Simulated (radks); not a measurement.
Question: Successive ionisation energies (eV) of one element, from differences of total energies of ions in their ground configurations, starting at charge 44: 3594.6, 3711.5, 3829.2, 3947.7, 4368.9, 4473.0, 4575.8, 4711.6, 4818.8, 4924.3, 5312.2, 5428.1, 12343.3, 12630.7, 12913.2, 13296.4, 13593.6, 13885.3, 14969.4, 15259.6, 61929, 63159. All-electron calculation, scalar-relativistic Kohn-Sham, BLYP, spin-polarised, spherical densities, finite nucleus; open shells are filled with parallel spins first (spin-orbit coupling, left out, can overturn this in heavy ions); Fermi nuclear charge, rms radius 5.2218 fm. Program: a radial shooting solver on a logarithmic mesh with Libxc functionals. Which element is it?

Answer: Dysprosium (Z = 66). The first species listed is Dy44+ in [Ar] 3d4, the last Dy65+ in 1s1.
